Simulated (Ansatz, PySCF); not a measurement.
This Ansatz (a quantum-chemistry and plane-wave program) input computes a SVWN5/def2-TZVPD energy:

Ansatz 0.2 input:
```yaml
crystal:
  periodic: [false, false, false]
  atoms:
    - {symbol: Si, position_ang: [0.93370886, 0.35327304, 0.17643957]}
    - {symbol: O, position_ang: [-0.35386168, -0.51719537, -0.41171650]}
    - {symbol: C, position_ang: [-1.64271412, -0.35910944, -0.01805719]}
    - {symbol: H, position_ang: [2.07813153, 0.01000933, -0.68692786]}
    - {symbol: H, position_ang: [1.20779967, -0.01590870, 1.58386308]}
    - {symbol: H, position_ang: [0.63100095, 1.80293821, 0.10779398]}
    - {symbol: H, position_ang: [-1.95436201, 0.59680999, 0.38638761]}
    - {symbol: H, position_ang: [-2.34731614, -1.04745186, -0.45919559]}
basis:
  gaussian:
    orbitals: def2-TZVPD
hamiltonian:
  xc: {name: SVWN5}
magnetization: {spin_polarized: true, initial_magnetization: 1}
output: {forces: true}
```

Q: Write an input for the same energy in PySCF and say what it gives.

A: 
```python
from pyscf import gto, scf, dft

mol = gto.M(
    atom='''
    Si    0.93370886    0.35327304    0.17643957
    O    -0.35386168   -0.51719537   -0.41171650
    C    -1.64271412   -0.35910944   -0.01805719
    H     2.07813153    0.01000933   -0.68692786
    H     1.20779967   -0.01590870    1.58386308
    H     0.63100095    1.80293821    0.10779398
    H    -1.95436201    0.59680999    0.38638761
    H    -2.34731614   -1.04745186   -0.45919559
    ''',
    basis='def2-tzvpd',
    charge=0,
    spin=1,
    verbose=4,
)

mf = dft.UKS(mol, xc='svwn').density_fit(auxbasis='def2-universal-jkfit')
mf.grids.level = 3
mf.conv_tol = 1e-9
mf.max_cycle = 100
mf.max_memory = 1500
mf.kernel()
if not mf.converged:
    mf = mf.newton()
    mf.kernel(mf.make_rdm1())
for _ in range(2):
    mo, _, stable, _ = mf.stability(return_status=True)
    if stable:
        break
    mf.kernel(mf.make_rdm1(mo, mf.mo_occ))
mf.analyze()
```
It gives -403.74587 Eh, and Ansatz -403.74579 Eh, a difference of 0.08 mEh, from the treatment of integrals and grids.

It need not be the lowest isomer of its formula.
